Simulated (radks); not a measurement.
The numbers below are computed, except where a source is named.
Species: Mn. Configuration: [Ar] 3d5 4s2 (the NIST ground configuration).

Level of theory: non-relativistic Kohn-Sham, exchange-only B88, spin-polarised, spherical densities, point nucleus; open shells are filled with parallel spins first (a radial shooting solver on a logarithmic mesh with Libxc functionals).

Energy parts (hartree):
part                   energy
total             -1149.96708
kinetic            1149.96708
electron-nucleus  -2734.45122
Hartree             485.49588
exchange            -50.97882

Orbitals (lengths in bohr, moments of r in powers of bohr):
[
 {"orbital": "1s up", "occ.": "1", "eigenvalue (hartree)": "-234.2461", "<r^4>": "0.00006596"},
 {"orbital": "1s down", "occ.": "1", "eigenvalue (hartree)": "-234.2464", "<r^4>": "0.00006596"},
 {"orbital": "2s up", "occ.": "1", "eigenvalue (hartree)": "-26.89543", "<r^4>": "0.01555"},
 {"orbital": "2s down", "occ.": "1", "eigenvalue (hartree)": "-26.81170", "<r^4>": "0.01540"},
 {"orbital": "2p up", "occ.": "3", "eigenvalue (hartree)": "-23.04644", "<r^4>": "0.01174"},
 {"orbital": "2p down", "occ.": "3", "eigenvalue (hartree)": "-22.98367", "<r^4>": "0.01159"},
 {"orbital": "3s up", "occ.": "1", "eigenvalue (hartree)": "-3.11866", "<r^4>": "1.186"},
 {"orbital": "3s down", "occ.": "1", "eigenvalue (hartree)": "-2.90907", "<r^4>": "1.212"},
 {"orbital": "3p up", "occ.": "3", "eigenvalue (hartree)": "-2.02256", "<r^4>": "1.663"},
 {"orbital": "3p down", "occ.": "3", "eigenvalue (hartree)": "-1.81605", "<r^4>": "1.741"},
 {"orbital": "3d up", "occ.": "5", "eigenvalue (hartree)": "-0.28570", "<r^4>": "10.10"},
 {"orbital": "3d down", "occ.": "0", "eigenvalue (hartree)": "-0.10263", "<r^4>": "33.58"},
 {"orbital": "4s up", "occ.": "1", "eigenvalue (hartree)": "-0.18188", "<r^4>": "201.1"},
 {"orbital": "4s down", "occ.": "1", "eigenvalue (hartree)": "-0.13411", "<r^4>": "362.2"}
]

The highest occupied level is 4s down at -3.649 eV. Spin moment in Bohr magnetons: 5. The spin density at the nucleus is 0.371 e/bohr^3 (1s -0.008, 2s -1.896, 3s 0.784, 4s 1.492), a Fermi contact field of 19.5 T. The density falls to 0.001 e/bohr^3 at r = 4.61 bohr. The electron density at the nucleus is 1.057e+04 e/bohr^3. Summed over all electrons, <r^2> = 42.55 bohr^2, which gives a Langevin (diamagnetic) susceptibility term of -33.7 x 10^-6 cm^3/mol.
